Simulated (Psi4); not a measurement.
Interaction energy of CH3Cl ··· H4Si (SMILES CCl and [SiH4]). Monomers: optimised at B3LYP-D3(BJ) (def2-TZVP), held rigid. Orientation: lowest of the rigid-body minima from ten starts at GFN2-xTB. Only R, the distance of the centres of mass, is varied, so the lowest point isn't the relaxed dimer.

PBE/def2-TZVP, counterpoise-corrected (Psi4); PBE-D3(BJ)/def2-TZVP, counterpoise-corrected (Psi4); wB97X-D/def2-TZVP, counterpoise-corrected (Psi4).

Interaction energies in kJ/mol; the last columns give the difference from wB97X-D:

```
R / Å  PBE/def2-TZVP  PBE-D3(BJ)/def2-TZVP  wB97X-D/def2-TZVP  PBE/def2-TZVP − wB97X-D/def2-TZVP  PBE-D3(BJ)/def2-TZVP − wB97X-D/def2-TZVP
-----  -------------  --------------------  -----------------  ---------------------------------  ----------------------------------------
2.98           19.47                 11.21              17.59                               1.88                                     -6.38
3.24            5.06                 -2.16               1.06                               4.00                                     -3.22
3.39            1.16                 -5.42              -3.13                               4.29                                     -2.29
3.61           -1.57                 -7.20              -5.53                               3.96                                     -1.67
3.81           -2.41                 -7.19              -5.73                               3.32                                     -1.47
3.99           -2.52                 -6.59              -5.22                               2.71                                     -1.37
4.34           -2.07                 -4.96              -3.84                               1.77                                     -1.12
4.63           -1.56                 -3.68              -2.85                               1.29                                     -0.84
5.11           -0.87                 -2.13              -1.68                               0.81                                     -0.45
5.81           -0.32                 -0.92              -0.75                               0.43                                     -0.17
6.84           -0.07                 -0.30              -0.26                               0.19                                     -0.03
8.13           -0.02                 -0.10              -0.10                               0.07                                      0.00
```

PBE/def2-TZVP is furthest from wB97X-D/def2-TZVP at 3.39 (4.29 kJ/mol, above); its mean absolute difference over the points is 2.06 kJ/mol.

PBE-D3(BJ)/def2-TZVP is furthest from wB97X-D/def2-TZVP at 2.98 (-6.38 kJ/mol, below); its mean absolute difference over the points is 1.58 kJ/mol.
